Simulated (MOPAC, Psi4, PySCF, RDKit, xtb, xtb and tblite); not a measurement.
Relaxed torsion scan: B₂F₄, SMILES FB(B(F)F)F. Scanned: dihedral F1–B2–B4–F5; all other coordinates were relaxed at GFN2-xTB. Points at φ and −φ are mirror images.

Geometry of the scan point at 150° (Å):
```
6

F     -1.5108    -0.9487     0.7690
B     -0.8506    -0.1170    -0.0078
F     -1.6485     0.5806    -0.7876
B      0.8584     0.0595     0.0111
F      1.5726     0.3999    -1.0402
F      1.5984    -0.1108     1.0857
```

- GFN2-xTB (xtb and tblite)
- PBE/def2-TZVP // GFN2-xTB (Psi4)
- PBE-D3(BJ)/def2-TZVP // GFN2-xTB (Psi4)
- M06-2X/def2-TZVP // GFN2-xTB (Psi4)
- MP2/cc-pVTZ = DF-MP2 (frozen core)/cc-pVTZ // GFN2-xTB (Psi4)
- HF/cc-pVTZ // GFN2-xTB (Psi4)
- UFF // GFN2-xTB (RDKit)
- PM3, restricted, heats of formation // GFN2-xTB (MOPAC)
- PM6, restricted, heats of formation // GFN2-xTB (MOPAC)
- GFN1-xTB // GFN2-xTB (xtb)
- RKS-B3LYP/6-31G* = restricted B3LYP/6-31G*, spherical d // GFN2-xTB in PySCF 2.14.0
- RMP2/6-31G* = PySCF 2.14.0 with restricted MP2 (frozen core)/6-31G*, spherical d // GFN2-xTB
- RHF/6-31G* = restricted Hartree-Fock/6-31G*, spherical d // GFN2-xTB (PySCF)
- RKS-B3LYP/6-311+G** = restricted B3LYP/6-311+G**, spherical d, density fitting // GFN2-xTB in PySCF

Least-squares fit of E(φ) = a0 + Σ (a_n cos nφ + b_n sin nφ), n = 1 to 4, to the 12 scan points, in kcal/mol above the lowest point of each profile (levels whose profile four harmonics don't fit are not listed):

```json
[
 {"method": "GFN2-xTB", "a0": "0.31", "a1": "0.00", "b1": "0.00", "a2": "0.31", "b2": "0.00", "a3": "0.00", "b3": "0.00", "a4": "0.00", "b4": "0.00", "rms of fit": "0.00"},
 {"method": "PBE/def2-TZVP", "a0": "0.14", "a1": "0.00", "b1": "0.00", "a2": "0.10", "b2": "0.00", "a3": "0.00", "b3": "0.00", "a4": "-0.03", "b4": "0.00", "rms of fit": "0.01"},
 {"method": "PBE-D3(BJ)/def2-TZVP", "a0": "0.14", "a1": "0.00", "b1": "0.00", "a2": "0.09", "b2": "0.00", "a3": "0.00", "b3": "0.00", "a4": "-0.03", "b4": "0.00", "rms of fit": "0.01"},
 {"method": "M06-2X/def2-TZVP", "a0": "0.04", "a1": "0.00", "b1": "0.00", "a2": "0.02", "b2": "0.00", "a3": "0.00", "b3": "0.00", "a4": "-0.02", "b4": "0.00", "rms of fit": "0.00"},
 {"method": "MP2/cc-pVTZ", "a0": "0.03", "a1": "0.00", "b1": "0.00", "a2": "0.03", "b2": "0.00", "a3": "0.00", "b3": "0.00", "a4": "-0.01", "b4": "0.00", "rms of fit": "0.00"},
 {"method": "HF/cc-pVTZ", "a0": "0.20", "a1": "0.00", "b1": "0.00", "a2": "0.20", "b2": "0.00", "a3": "0.00", "b3": "0.00", "a4": "-0.01", "b4": "0.00", "rms of fit": "0.00"},
 {"method": "UFF", "a0": "4.96", "a1": "-0.02", "b1": "0.00", "a2": "-4.87", "b2": "0.00", "a3": "0.01", "b3": "0.00", "a4": "-0.08", "b4": "0.00", "rms of fit": "0.01"},
 {"method": "PM3", "a0": "0.85", "a1": "0.00", "b1": "0.00", "a2": "0.83", "b2": "0.00", "a3": "0.00", "b3": "0.00", "a4": "-0.02", "b4": "0.00", "rms of fit": "0.00"},
 {"method": "PM6", "a0": "0.88", "a1": "0.00", "b1": "0.00", "a2": "0.89", "b2": "0.00", "a3": "0.00", "b3": "0.00", "a4": "0.02", "b4": "0.00", "rms of fit": "0.00"},
 {"method": "GFN1-xTB", "a0": "0.17", "a1": "0.00", "b1": "0.00", "a2": "0.16", "b2": "0.00", "a3": "0.00", "b3": "0.00", "a4": "0.00", "b4": "0.00", "rms of fit": "0.00"},
 {"method": "RKS-B3LYP/6-31G*", "a0": "0.05", "a1": "0.00", "b1": "0.00", "a2": "0.03", "b2": "0.00", "a3": "0.00", "b3": "0.00", "a4": "-0.02", "b4": "0.00", "rms of fit": "0.00"},
 {"method": "RMP2/6-31G*", "a0": "0.07", "a1": "0.00", "b1": "0.00", "a2": "0.06", "b2": "0.00", "a3": "0.00", "b3": "0.00", "a4": "-0.01", "b4": "0.00", "rms of fit": "0.00"},
 {"method": "RHF/6-31G*", "a0": "0.30", "a1": "0.00", "b1": "0.00", "a2": "0.29", "b2": "0.00", "a3": "0.00", "b3": "0.00", "a4": "-0.01", "b4": "0.00", "rms of fit": "0.00"},
 {"method": "RKS-B3LYP/6-311+G**", "a0": "0.07", "a1": "0.00", "b1": "0.00", "a2": "0.04", "b2": "0.00", "a3": "0.00", "b3": "0.00", "a4": "-0.03", "b4": "0.00", "rms of fit": "0.00"}
]
```
